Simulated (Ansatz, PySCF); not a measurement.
PySCF was given this input:
```python
from pyscf import gto, scf, dft

mol = gto.M(
    atom='''
S     0.011647   -0.003457    0.315727
O    -0.031562    1.262969   -0.301200
O     0.008268   -1.256054   -0.330254
''',
    basis='def2-svp',
    charge=1,
    spin=1,
    verbose=4,
)

mf = dft.UKS(mol)
mf.xc = 'b3lyp'
mf.grids.atom_grid = (99, 590)
mf.grids.prune = None
mf.kernel()
```

Question: Convert this to an input for Ansatz (an electronic-structure program).

Answer: This is not unique; one that fits is 
Ansatz 0.2 input:
```yaml
crystal:
  periodic: [false, false, false]
  atoms:
    - {symbol: S, position_ang: [0.01164702, -0.00345740, 0.31572720]}
    - {symbol: O, position_ang: [-0.03156227, 1.26296905, -0.30120014]}
    - {symbol: O, position_ang: [0.00826823, -1.25605426, -0.33025426]}
basis:
  gaussian:
    orbitals: def2-SVP
hamiltonian:
  xc: b3lyp
total_charge: 1
magnetization: {spin_polarized: true, initial_magnetization: 1}
accuracy: high
```

Both were run: PySCF gave -547.906412 Eh and Ansatz -547.906412 Eh, 0.000 mEh apart.
